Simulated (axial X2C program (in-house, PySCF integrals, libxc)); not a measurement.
**What spin–orbit coupling does to IrN**

All values were computed with an in-house all-electron X2C program for linear molecules (integrals from PySCF). Spin-free means the one-electron spin-free X2C Hamiltonian; two-component (2c) means X2C with spin–orbit coupling and atomic mean-field two-electron Coulomb and Gaunt terms, so the difference of the two also holds small scalar two-electron terms. Basis: Ir dyall-cv3z [13s14p9d6f4g], N dyall-av3z [7s7p3d2f] (cores contracted in-house); Gaussian nuclei, density fitting, unrestricted open shells. Masses: Ir 192.963 u, N 14.003 u.

Spin-free state: M_S = 0, Λ = 0 (closed shell); fragments Ir + N.

| level | Re (Å) | ωe (cm⁻¹) | De (eV) | μ (D) |
| --- | --- | --- | --- | --- |
| PBE0 | 1.575 | 1285.6 | 5.430 | -1.55 |
| PBEsol | 1.589 | 1243.8 | 7.338 | -1.22 |
| PW91 | 1.597 | 1219.3 | 6.876 | -1.29 |
| TPSSh | 1.589 | 1241.9 | 5.846 | -1.57 |

Dipoles are positive if N is the positive end.

Two-component determinant lowest at the distance of the search:

Ω = 0 (closed shell); fragments Ir + N.

| level | Re (Å) | ωe (cm⁻¹) | De (eV) | μ (D) |
| --- | --- | --- | --- | --- |
| PBE0 | 1.582 | 1238.9 | n/a | -1.75 |
| PBEsol | 1.595 | 1201.3 | 6.793 | -1.39 |
| PW91 | 1.603 | 1175.6 | 6.365 | -1.46 |
| TPSSh | 1.594 | 1202.4 | n/a | -1.74 |

Task: From the two tables, how do the constants change at the PBE0 level (2c against spin-free)?

Result: At the PBE0 level Re increases by 0.007 Å and ωe goes down by 46.7 cm⁻¹.

One determinant describes the state; a PBE0 search over occupations chose it and may have missed a lower one. Closed shells are restricted here (equal orbitals for both partners); the stretched side of such a curve lies too high. De is counted from the lowest determinant-based energies of the atoms at the same level, without counterpoise correction. De is not given where an atomic determinant may have missed its ground term or J level, or where the truncated virtual space spoils (T). The functionals have no current-density term, which raises determinants with orbital currents, atoms included.
